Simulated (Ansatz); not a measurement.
Basis sets compared for K3O⁺. Charge 1, multiplicity 1. Geometry r2SCAN-D4/def2-TZVP. Ansatz on 4 threads of Arm Neoverse V1 on a shared host; times are rough, and most runs start from earlier orbitals.

```xyz
4

K     1.482    1.138    1.443
K    -2.021    1.024   -0.662
K     0.539   -2.162   -0.779
O     0.001    0.001   -0.002
```

The structure comes from a short search, and lower isomers may exist.

| level | functions | energy (Eh) | HOMO (eV) | LUMO (eV) | wall time |
| --- | --- | --- | --- | --- | --- |
| PBE-D4/def2-SVP | 86 | -1873.8773 | -6.20 | -4.54 | 0.95 s |
| PBE0-D4/def2-SVP | 86 | -1874.0129 | -7.16 | -3.91 | 1.4 s |

Estimate the rows for PBE-D4/def2-TZVP, PBE0-D4/def2-TZVP.


```
            level  functions  energy (Eh)  HOMO (eV)  LUMO (eV)  wall time
 PBE-D4/def2-TZVP        130   -1874.2113      -6.26      -4.46      1.8 s
PBE0-D4/def2-TZVP        130   -1874.3427      -7.27      -3.84        2 s
```
